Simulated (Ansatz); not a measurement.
Stretching the Se3–H4 bond in FHSeTe (SMILES F[Te][SeH]) (multiplicity 1 held, fragments rigid). Energies count from the point at 1.477 Å.
Geometry at that point (charge 0, multiplicity 1):
```xyz
4

Te     0.42184     0.29812     0.73234
F      1.58576     1.33129    -0.42384
Se    -1.05810    -0.75106    -0.97162
H     -0.23198    -1.94799    -1.23184
```

Restricted levels (R-, RO-) in cc, def2 and unpolarised 6-31G sets keep to the state of the molecule at rest. Unrestricted levels (U-) break spin symmetry where that is lower. Curves can end on different states.

Correlated levels freeze the cores. Filled d and f shells under p-block atoms count as core.

Run with Ansatz (a quantum-chemistry and plane-wave program) with Gaussian orbitals.  In def2 rows elements past Kr take small-core potentials, without spin–orbit coupling.

Problem. One of these levels gives 3.623 eV for the energy at R = 4.728 Å. Name it.
(A) U-r2SCAN/def2-TZVPP
(B) U-HF/def2-TZVPP
(C) R-MP2/def2-TZVPP

Solution. C, R-MP2/def2-TZVPP. The others give 2.258 (U-HF/def2-TZVPP), 2.809 (U-r2SCAN/def2-TZVPP)

Doubts at one or more of the structures used: a spin-contaminated determinant (U-HF/def2-TZVPP, U-r2SCAN/def2-TZVPP); a restricted determinant that unrestricted orbitals would lower (R-MP2/def2-TZVPP).
